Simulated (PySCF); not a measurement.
# One molecule, several mistakes: CClH7Si2

All numbers below are calculated, not measured. They come from PySCF 2.14.0, an open-source quantum chemistry program, on an isolated molecule that a program drew, which may never have been made. The molecule is CClH7Si2 (charge 0, singlet), drawn as the SMILES string `[SiH3]C[SiH2]Cl`.

Each row is a Hartree-Fock (HF) and frozen-core CCSD(T) single point in the cc-pV(D+d)Z basis, meant for a local HF minimum. Run 1 is clean. Each other run has one planted mistake out of seven kinds, and not every kind appears here: one electron removed, one electron added, multiplicity raised by two, geometry at a saddle point, minimal basis STO-3G, one bond length entered in bohr, all coordinates scaled. The reference is restricted for singlets and unrestricted otherwise, and also for a bond in bohr. Adding or removing an electron swaps singlet and doublet. Electrons count all cores. HOMO and LUMO are orbital energies over both spins, the gradient is its largest component, and the lowest frequency (negative if imaginary) is given only where the gradient is small. Bond lengths are over the 10 bonds as drawn. T1 is the CCSD diagnostic: over 0.02 (restricted) or 0.045 (unrestricted) a single reference is doubtful.

Geometry of the clean run:
```xyz
11
CClH7Si2, angstrom
Si    0.7056   -0.8076    1.9824
C    -0.8074    0.2831    1.6701
Si   -0.6345    1.7595    0.5396
Cl    0.7950    3.0739    1.2851
H     0.2927   -2.0130    2.7388
H     1.7280   -0.0792    2.7639
H     1.2967   -1.2380    0.6930
H    -1.1914    0.6289    2.6367
H    -1.5914   -0.3502    1.2331
H    -1.8981    2.5134    0.4468
H    -0.1922    1.3567   -0.8080
```

```
run  electrons  basis functions  <S^2>  HOMO (eV)  LUMO (eV)  gradient (hartree/bohr)  lowest frequency (cm^-1)  mean bond (Å)  longest bond (Å)      T1  HF (hartree)  CCSD(T) (hartree)                          mistake
  1         58              118  0.000     -11.80       3.83                  1.4e-05                        43         1.5425             2.080  0.0095   -1079.38531        -1079.95243                         no fault
  2         58              118  0.805      -9.06       1.60                  9.9e-03                         -         1.6743             2.800  0.0434   -1079.27189        -1079.83047  one bond length entered in bohr
  3         59              118  0.758       2.67       8.02                  6.3e-02                         -         1.5425             2.080  0.0273   -1079.26381        -1079.85396                                ?
  4         58              118  0.000     -11.65       3.41                  2.9e-02                         -         1.6196             2.184  0.0102   -1079.36322        -1079.93571                                ?
```

**Which mistake was planted in run 3, and what did it cost?**

It counts 59 electrons, one more than the clean run, at the same geometry and basis. So the mistake is: one electron added. Subtracting run 1 and multiplying by 627.51 kcal/mol a hartree, the energy moved by 76.2 kcal/mol in HF and 61.8 kcal/mol in CCSD(T).

**Which mistake was planted in run 4, and what did it cost?**

The mean and the longest bond both change by the same factor, 1.050, and the gradient is no longer small. So the mistake is: all coordinates scaled. Subtracting run 1 and multiplying by 627.51 kcal/mol a hartree, the energy moved by 13.9 kcal/mol in HF and 10.5 kcal/mol in CCSD(T).

Cautions from the logs. Run 3: the HOMO is above zero, so the electron isn't bound and the energy depends on the basis.
